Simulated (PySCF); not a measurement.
# State search for AlCu

Unrestricted PBE0; Al def2-TZVPPD, Cu def2-TZVPPD; no relativity (PySCF 2.14). Outer shells of the fragments: Al 3s2 3p1; Cu 3d10 4s1.

Followed along the bond (rough minima from three points):

```
2Ms+1  unpaired  ⟨S²⟩ at the start  R at minimum (Å)  Te (eV)
    1      none               0.00              2.41     0.00
    3  σ ↑, π ↑               2.01              2.35     0.97
    1  σ ↑, π ↓               1.02              2.37     1.19
```

Solutions found at the starting distance of 2.330 Å, counted from the lowest of them; the search is not exhaustive and high or unbound solutions are not listed, so other states can lie among these:

```
2Ms+1        unpaired   term  E (eV)  ⟨S²⟩  ⟨Lz²⟩  μ (D)
    1            none    ¹Σ⁺    0.00  0.00   0.00   0.11
    3        σ ↑, π ↑     ³Π    0.95  2.01   1.01   1.23
    1        σ ↑, π ↓  mixed    1.17  1.02   1.01   1.34
    3            σ ↑↑    ³Σ⁺    1.98  2.01   0.00  -3.82
    3            π ↑↑    ³Σ⁻    2.83  2.03   0.00   2.69
    1            π ↑↓  mixed    3.01  1.01   2.04   2.53
    3        π ↑, δ ↑  mixed    3.60  2.01   4.73   0.86
    3        π ↑, δ ↑  mixed    3.61  2.01   5.01   0.80
    1        π ↑, δ ↓  mixed    3.65  1.01   5.01   0.85
    3            π ↑↑  mixed    3.71  2.01   2.01   0.80
    3            π ↑↑  mixed    3.82  2.01   2.01   0.92
    5      σ ↑↑, π ↑↑    ⁵Σ⁻    4.18  6.01   0.00   1.85
    5      σ ↑↑↑, π ↑     ⁵Π    4.83  6.00   1.06  -1.16
    5  σ ↑, π ↑↑, δ ↑     ⁵Δ    4.93  6.01   4.00   1.25
```

A term symbol is given only where ⟨S²⟩ and ⟨Lz²⟩ are close to those of a pure state; real π, δ and φ orbitals otherwise mix terms. A positive dipole means Al(−)Cu(+).

Counting both spins, an empty level lies below a filled one in some of these solutions, because spin and occupation are held.
